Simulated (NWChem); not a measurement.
vinylene carbonate (C$_{3}$H$_{2}$O$_{3}$); SMILES O=c1occo1

```xyz
8

O      0.0000     0.0000    -1.9971
C      0.0000     0.0000    -0.8011
O      0.0000     1.1146     0.0186
C      0.0000     0.6738     1.3252
C      0.0000    -0.6738     1.3252
O      0.0000    -1.1146     0.0186
H      0.0000     1.4281     2.1167
H      0.0000    -1.4281     2.1167
```
Atoms are numbered in this order, from 1.

Computed with NWChem. Geometry: optimised at PBE-D3(BJ)/def2-SVP. Level: M05-2X/def2-SVP with COSMO at NWChem's default radii, gas-phase geometry; rows give the dielectric constant.

```
dielectric constant  electrostatic solvation energy (kcal/mol)  dipole in solution (D)
-------------------  -----------------------------------------  ----------------------
2.4                                                       -4.4                    5.37
7.6                                                       -7.0                    5.74
20.7                                                      -7.7                    5.86
37.5                                                      -8.0                    5.89
46.7                                                      -8.0                    5.90
```
